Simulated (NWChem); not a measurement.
System: ZrN$_{2}$H$_{6}$; SMILES [NH2][ZrH2][NH2]

The following NWChem deck was run.

```
start job
memory heap 200 mb stack 900 mb global 1100 mb
geometry units angstroms
  Zr    -0.259380    -0.111960    -0.188392
  N      1.420168     0.942073    -0.739679
  H      2.115056     0.511962    -1.363153
  H      1.943984     1.534170    -0.084229
  N      0.084368    -0.292745     1.832671
  H     -0.544794     0.165732     2.503894
  H      1.025552    -0.252576     2.241494
  H     -0.161929    -1.741821    -1.070006
  H     -1.811202     0.890255    -0.363406
end
basis spherical
  * library def2-svp
end
ecp
  Zr library def2-ecp
end
dft
  xc pbe0
  iterations 150
end
driver
  maxiter 120
end
task dft optimize
dft
  grid fine
  convergence energy 1d-8 density 1d-7
end
task dft freq numerical
```

Parts of the log:

```
             Northwest Computational Chemistry Package (NWChem) 7.3.0
             --------------------------------------------------------

 C2  symmetry detected

                             Geometry "geometry" -> ""
                             -------------------------

 Output coordinates in angstroms (scale by  1.889725989 to convert to a.u.)

  No.       Tag          Charge          X              Y              Z
 ---- ---------------- ---------- -------------- -------------- --------------
    1 Zr                  40.0000     0.00000000     0.00000000    -0.39899656
    2 N                    7.0000     1.57417461     0.05920070     0.92544013
    3 H                    1.0000     2.23915303    -0.72344738     0.96846485
    4 H                    1.0000     1.47976693     0.41416345     1.88443209
    5 N                    7.0000    -1.57417461    -0.05920070     0.92544013
    6 H                    1.0000    -2.23915303     0.72344738     0.96846485
    7 H                    1.0000    -1.47976693    -0.41416345     1.88443209
    8 H                    1.0000     0.18188629    -1.58231465    -1.35104662
    9 H                    1.0000    -0.18188629     1.58231465    -1.35104662

 Effective nuclear repulsion energy (a.u.)     231.7347748885

      Symmetry information
      --------------------

 Group name             C2
 Group number              4
 Group order               2
 No. of unique centers     5

                                Z-matrix (autoz)
                                --------

 Units are Angstrom for bonds and degrees for angles

[...]

      ----------------------
      Optimization converged
      ----------------------

  Step       Energy      Delta E   Gmax     Grms     Xrms     Xmax
  ---- ---------------- -------- -------- -------- -------- --------
@   20    -159.96060103  6.3D-08  0.00001  0.00000  0.00026  0.00062
                                     ok       ok       ok       ok

                                Z-matrix (autoz)
                                --------

 Units are Angstrom for bonds and degrees for angles

      Type          Name      I     J     K     L     M      Value     Gradient
      ----------- --------  ----- ----- ----- ----- ----- ---------- ----------
    1 Stretch                  1     2                       2.01323   -0.00000
    2 Stretch                  1     5                       2.01323   -0.00000
    3 Stretch                  1     8                       1.87567   -0.00000
    4 Stretch                  1     9                       1.87567   -0.00000
    5 Stretch                  2     3                       1.02084   -0.00001
    6 Stretch                  2     4                       1.01834   -0.00001
    7 Stretch                  5     6                       1.02084   -0.00001
    8 Stretch                  5     7                       1.01834   -0.00001
    9 Bend                     1     2     3               121.51927    0.00000
   10 Bend                     1     2     4               130.50873   -0.00000
   11 Bend                     1     5     6               121.51927    0.00000
   12 Bend                     1     5     7               130.50873   -0.00000
   13 Bend                     2     1     5               115.08368    0.00000
   14 Bend                     2     1     8               108.77552   -0.00000
   15 Bend                     2     1     9               108.77466   -0.00000
   16 Bend                     3     2     4               107.97199   -0.00000
   17 Bend                     5     1     8               108.77466   -0.00000
   18 Bend                     5     1     9               108.77552   -0.00000
   19 Bend                     6     5     7               107.97199   -0.00000
   20 Bend                     8     1     9               106.30184    0.00000
   21 Torsion                  2     1     5     6        -179.97702   -0.00000
   22 Torsion                  2     1     5     7           0.01495   -0.00000
   23 Torsion                  3     2     1     5        -179.97702   -0.00000
   24 Torsion                  3     2     1     8          57.71564    0.00000
   25 Torsion                  3     2     1     9         -57.66921   -0.00000
   26 Torsion                  4     2     1     5           0.01495   -0.00000
   27 Torsion                  4     2     1     8        -122.29239    0.00000
   28 Torsion                  4     2     1     9         122.32276   -0.00000
   29 Torsion                  6     5     1     8         -57.66921   -0.00000
   30 Torsion                  6     5     1     9          57.71564    0.00000
   31 Torsion                  7     5     1     8         122.32276   -0.00000
   32 Torsion                  7     5     1     9        -122.29239    0.00000

                         Geometry "geometry" -> "geometry"
                         ---------------------------------

 Output coordinates in angstroms (scale by  1.889725989 to convert to a.u.)

  No.       Tag          Charge          X              Y              Z
 ---- ---------------- ---------- -------------- -------------- --------------
    1 Zr                  40.0000     0.00000000     0.00000000    -0.09981960
    2 N                    7.0000     1.69655035    -0.08597007     0.98064578
    3 H                    1.0000     2.61273873    -0.13204696     0.53277877
    4 H                    1.0000     1.83897348    -0.09338949     1.98895319
    5 N                    7.0000    -1.69655035     0.08597007     0.98064578
    6 H                    1.0000    -2.61273873     0.13204696     0.53277877
    7 H                    1.0000    -1.83897348     0.09338949     1.98895319
    8 H                    1.0000    -0.07597630    -1.49901984    -1.22467577
    9 H                    1.0000     0.07597630     1.49901984    -1.22467577

 Effective nuclear repulsion energy (a.u.)     233.6933088008

      Symmetry information
      --------------------

 Group name             C2
 Group number              4
 Group order               2
 No. of unique centers     5

                Final and change from initial internal coordinates
                --------------------------------------------------

                                Z-matrix (autoz)
                                --------

 Units are Angstrom for bonds and degrees for angles

[...]

 Rotational Constants
 --------------------
 A=   0.417838 cm-1  (  0.601162 K)
 B=   0.159056 cm-1  (  0.228841 K)
 C=   0.122825 cm-1  (  0.176714 K)

 Temperature                      =   298.15K
 frequency scaling parameter      =   1.0000

 Zero-Point correction to Energy  =   36.978 kcal/mol  (  0.058929 au)
 Thermal correction to Energy     =   41.166 kcal/mol  (  0.065602 au)
 Thermal correction to Enthalpy   =   41.758 kcal/mol  (  0.066546 au)

 Total Entropy                    =   77.474 cal/mol-K
   - Translational                =   40.340 cal/mol-K (mol. weight = 123.9574)
   - Rotational                   =   23.407 cal/mol-K (symmetry #  =        2)
   - Vibrational                  =   13.727 cal/mol-K

 Cv (constant volume heat capacity) =   22.641 cal/mol-K
   - Translational                  =    2.979 cal/mol-K
   - Rotational                     =    2.979 cal/mol-K
   - Vibrational                    =   16.682 cal/mol-K

[normal modes left out]

 ----------------------------------------------------------------------------
 Normal Eigenvalue ||           Projected Infra Red Intensities
  Mode   [cm**-1]  || [atomic units] [(debye/angs)**2] [(KM/mol)] [arbitrary]
 ------ ---------- || -------------- ----------------- ---------- -----------
    1     -193.292 ||    0.041282           0.952        40.244       4.854
    2       -0.000 ||    0.002819           0.065         2.748       0.331
    3        0.000 ||    0.003714           0.086         3.620       0.437
    4        0.000 ||    0.003968           0.092         3.869       0.467
    5        0.000 ||    0.003102           0.072         3.024       0.365
    6        0.000 ||    0.000343           0.008         0.334       0.040
    7        0.000 ||    0.000002           0.000         0.002       0.000
    8      106.645 ||    0.000000           0.000         0.000       0.000
    9      135.171 ||    0.000030           0.001         0.030       0.004
   10      265.276 ||    0.001813           0.042         1.767       0.213
   11      350.574 ||    0.000972           0.022         0.948       0.114
   12      446.574 ||    0.000000           0.000         0.000       0.000
   13      454.591 ||    0.043397           1.001        42.305       5.102
   14      485.978 ||    0.417354           9.629       406.857      49.068
   15      517.890 ||    0.000000           0.000         0.000       0.000
   16      525.542 ||    0.032794           0.757        31.970       3.856
   17      539.343 ||    0.105182           2.427       102.536      12.366
   18      664.526 ||    0.138837           3.203       135.345      16.323
   19      710.514 ||    0.308588           7.119       300.827      36.281
   20     1494.531 ||    0.066127           1.526        64.464       7.775
   21     1498.768 ||    0.009835           0.227         9.588       1.156
   22     1625.728 ||    0.552392          12.744       538.499      64.945
   23     1664.269 ||    0.366718           8.460       357.495      43.115
   24     3548.575 ||    0.109788           2.533       107.027      12.908
   25     3550.736 ||    0.023053           0.532        22.473       2.710
   26     3646.678 ||    0.003535           0.082         3.446       0.416
   27     3647.145 ||    0.060855           1.404        59.324       7.155
 ----------------------------------------------------------------------------

 ===============================================================================
      Negative Nuclear Hessian Mode    1  Eigenvalue =   -193.29 cm**(-1)
 -------------------------------------------------------------------------------
   Raw step length:  0.525 angstroms ;  The Raw step for this mode is:
    1 Zr                  40.0000     0.00020433     0.00403886    -0.00000000
    2 N                    7.0000    -0.00019601    -0.00396123    -0.00000390
    3 H                    1.0000     0.01083855     0.21441425     0.00010616
    4 H                    1.0000    -0.01122481    -0.22159049    -0.00004841
    5 N                    7.0000    -0.00019601    -0.00396123     0.00000390
    6 H                    1.0000     0.01083855     0.21441425    -0.00010616
    7 H                    1.0000    -0.01122481    -0.22159049     0.00004841
    8 H                    1.0000    -0.00600414    -0.11793094     0.16945830
    9 H                    1.0000    -0.00600414    -0.11793094    -0.16945830

  Geometry after  100.0% step for mode  1; Step length =  0.525 angstroms
   Maximum component (any atom: x,y, or z) displacement:  0.419
    1 Zr                  40.0000     0.00020433     0.00403886    -0.09981960
    2 N                    7.0000     1.69635434    -0.08993131     0.98064188
    3 H                    1.0000     2.62357728     0.08236729     0.53288493
    4 H                    1.0000     1.82774867    -0.31497999     1.98890478
    5 N                    7.0000    -1.69674636     0.08200884     0.98064968
    6 H                    1.0000    -2.60190018     0.34646120     0.53267261
    7 H                    1.0000    -1.85019829    -0.12820100     1.98900160
    8 H                    1.0000    -0.08198044    -1.61695079    -1.05521747
    9 H                    1.0000     0.06997216     1.38108890    -1.39413407

  Geometry after -100.0% step for mode  1; Step length =  0.525 angstroms
   Maximum component (any atom: x,y, or z) displacement:  0.419
    1 Zr                  40.0000    -0.00020433    -0.00403886    -0.09981960
    2 N                    7.0000     1.69674636    -0.08200884     0.98064968
    3 H                    1.0000     2.60190018    -0.34646120     0.53267261
    4 H                    1.0000     1.85019829     0.12820100     1.98900160
    5 N                    7.0000    -1.69635434     0.08993131     0.98064188
    6 H                    1.0000    -2.62357728    -0.08236729     0.53288493
    7 H                    1.0000    -1.82774867     0.31497999     1.98890478
    8 H                    1.0000    -0.06997216    -1.38108890    -1.39413407
    9 H                    1.0000     0.08198044     1.61695079    -1.05521747

  Geometry after   50.0% step for mode  1; Step length =  0.263 angstroms
   Maximum component (any atom: x,y, or z) displacement:  0.209
    1 Zr                  40.0000     0.00010217     0.00201943    -0.09981960
    2 N                    7.0000     1.69645234    -0.08795069     0.98064383
    3 H                    1.0000     2.61815800    -0.02483983     0.53283185
    4 H                    1.0000     1.83336108    -0.20418474     1.98892899
    5 N                    7.0000    -1.69664835     0.08398946     0.98064773
    6 H                    1.0000    -2.60731946     0.23925408     0.53272569
    7 H                    1.0000    -1.84458589    -0.01740575     1.98897740
    8 H                    1.0000    -0.07897837    -1.55798532    -1.13994662
    9 H                    1.0000     0.07297423     1.44005437    -1.30940492

  Geometry after  -50.0% step for mode  1; Step length =  0.263 angstroms
   Maximum component (any atom: x,y, or z) displacement:  0.209
    1 Zr                  40.0000    -0.00010217    -0.00201943    -0.09981960
    2 N                    7.0000     1.69664835    -0.08398946     0.98064773
    3 H                    1.0000     2.60731946    -0.23925408     0.53272569
    4 H                    1.0000     1.84458589     0.01740575     1.98897740
    5 N                    7.0000    -1.69645234     0.08795069     0.98064383
    6 H                    1.0000    -2.61815800     0.02483983     0.53283185
    7 H                    1.0000    -1.83336108     0.20418474     1.98892899
    8 H                    1.0000    -0.07297423    -1.44005437    -1.30940492
    9 H                    1.0000     0.07897837     1.55798532    -1.13994662

  Geometry after   47.8% step for mode  1; Step length =  0.251 angstroms
   Maximum component (any atom: x,y, or z) displacement:  0.200
    1 Zr                  40.0000     0.00009759     0.00192903    -0.09981960
    2 N                    7.0000     1.69645673    -0.08786203     0.98064391
    3 H                    1.0000     2.61791541    -0.02963900     0.53282948
    4 H                    1.0000     1.83361232    -0.19922494     1.98893007
    5 N                    7.0000    -1.69664397     0.08407812     0.98064764
    6 H                    1.0000    -2.60756205     0.23445491     0.53272807
    7 H                    1.0000    -1.84433465    -0.01244596     1.98897631
    8 H                    1.0000    -0.07884398    -1.55534570    -1.14373956
    9 H                    1.0000     0.07310862     1.44269399    -1.30561199

  Geometry after  -47.8% step for mode  1; Step length =  0.251 angstroms
   Maximum component (any atom: x,y, or z) displacement:  0.200
    1 Zr                  40.0000    -0.00009759    -0.00192903    -0.09981960
    2 N                    7.0000     1.69664397    -0.08407812     0.98064764
    3 H                    1.0000     2.60756205    -0.23445491     0.53272807
    4 H                    1.0000     1.84433465     0.01244596     1.98897631
    5 N                    7.0000    -1.69645673     0.08786203     0.98064391
    6 H                    1.0000    -2.61791541     0.02963900     0.53282948
    7 H                    1.0000    -1.83361232     0.19922494     1.98893007
    8 H                    1.0000    -0.07310862    -1.44269399    -1.30561199
    9 H                    1.0000     0.07884398     1.55534570    -1.14373956

  Geometry after   23.9% step for mode  1; Step length =  0.125 angstroms
   Maximum component (any atom: x,y, or z) displacement:  0.100
    1 Zr                  40.0000     0.00004880     0.00096452    -0.09981960
    2 N                    7.0000     1.69650354    -0.08691605     0.98064485
    3 H                    1.0000     2.61532707    -0.08084298     0.53280412
    4 H                    1.0000     1.83629290    -0.14630722     1.98894163
    5 N                    7.0000    -1.69659716     0.08502410     0.98064671
    6 H                    1.0000    -2.61015039     0.18325093     0.53275342
    7 H                    1.0000    -1.84165406     0.04047177     1.98896475
    8 H                    1.0000    -0.07741014    -1.52718277    -1.18420766
    9 H                    1.0000     0.07454246     1.47085692    -1.26514388

  Geometry after  -23.9% step for mode  1; Step length =  0.125 angstroms
   Maximum component (any atom: x,y, or z) displacement:  0.100
    1 Zr                  40.0000    -0.00004880    -0.00096452    -0.09981960
    2 N                    7.0000     1.69659716    -0.08502410     0.98064671
    3 H                    1.0000     2.61015039    -0.18325093     0.53275342
    4 H                    1.0000     1.84165406    -0.04047177     1.98896475
    5 N                    7.0000    -1.69650354     0.08691605     0.98064485
    6 H                    1.0000    -2.61532707     0.08084298     0.53280412
    7 H                    1.0000    -1.83629290     0.14630722     1.98894163
    8 H                    1.0000    -0.07454246    -1.47085692    -1.26514388
    9 H                    1.0000     0.07741014     1.52718277    -1.18420766
```

Level: PBE0/def2-SVP with def2 effective core potentials on Zr. def2 effective core potentials on Zr; no spin-orbit coupling. The optimisation ended at a saddle point (imaginary frequency).
